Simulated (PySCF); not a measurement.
A PySCF script (with the pyscf-properties extension) for the NMR shieldings of SMILES C1CNB(OC)N1C(C)C, C6H15BN2O, on a GFN2-xTB geometry:

```python
import basis_set_exchange as bse
import numpy as np
from pyscf import gto, dft
from pyscf.prop import nmr

atoms = """
C     2.603241    1.655432    0.279841
O     1.263588    1.251098    0.361090
B     0.901803   -0.038278    0.074592
N     1.728126   -1.107045   -0.361227
C     0.975732   -2.335073   -0.491100
C    -0.491303   -1.894601   -0.330201
N    -0.425289   -0.531154    0.155651
C    -1.663477    0.182508    0.377096
C    -1.990490    1.092851   -0.811305
C    -1.575735    0.993390    1.669085
H     2.643000    2.712653    0.548484
H     2.997986    1.529586   -0.733913
H     3.235013    1.088519    0.972071
H     2.728569   -1.177394   -0.396766
H     1.255825   -3.057255    0.289631
H     1.150859   -2.807349   -1.465775
H    -1.019632   -1.940883   -1.293564
H    -1.029849   -2.535333    0.379430
H    -2.461717   -0.565782    0.480610
H    -2.048637    0.510147   -1.728005
H    -2.940313    1.599292   -0.658598
H    -1.203232    1.833652   -0.919434
H    -0.761313    1.706118    1.588331
H    -1.376651    0.334189    2.510091
H    -2.507039    1.524857    1.849096
"""
names = dict.fromkeys(["C", "O", "B", "N", "H"], "pcSseg-1")
basis = {el: gto.basis.parse(bse.get_basis(n, elements=[el], fmt="nwchem")) for el, n in names.items()}
mol = gto.M(atom=atoms, basis=basis, charge=0, verbose=0)
mf = dft.RKS(mol, xc="PBE0")
mf.grids.level = 2
mf.grids.alignment = dft.numint.BLKSIZE   # the property module wants whole blocks of grid points
mf.conv_tol = 1e-9
mf.kernel()

calc = nmr.RKS(mf)   # GIAO
C = mf.mo_coeff
Co = C[:, mf.mo_occ > 0]
resp = mf.gen_response(singlet=True, hermi=2)
def vind(x):   # induced exchange potential for any number of trial vectors
    d = np.einsum("pi,xij,qj->xpq", C, 2 * x.reshape(-1, C.shape[1], Co.shape[1]), Co, optimize=True)
    return np.einsum("xpq,pi,qj->xij", resp(d - d.transpose(0, 2, 1)), C, Co, optimize=True).ravel()
mo1, _ = nmr.rhf.solve_mo1(calc, with_cphf=vind)
sigma = calc.kernel(mo1)
for i, s in enumerate(sigma):   # ppm
    print("%2d %-2s %9.2f" % (i, mol.atom_pure_symbol(i), np.trace(s) / 3))
```

Q: What are the results?

A: 
```
 0 C     132.67
 1 O     285.50
 2 B      78.54
 3 N     209.39
 4 C     141.38
 5 C     133.71
 6 N     187.93
 7 C     135.13
 8 C     164.65
 9 C     162.66
10 H      27.78
11 H      28.03
12 H      28.11
13 H      30.26
14 H      28.06
15 H      28.18
16 H      28.11
17 H      28.39
18 H      29.02
19 H      30.37
20 H      30.98
21 H      30.45
22 H      29.55
23 H      30.59
24 H      30.95
```

These numbers come from an equivalent density-fitted implementation of the same equations, which agrees with the script to about 0.01 ppm for H and up to a few tenths of a ppm for heavy atoms, so last digits may differ.

Size and cost of the density-fitted run: 245 basis functions, 2.5 min wall time on 1 thread of an Intel Xeon, shared host; peak memory 1.2 GiB.
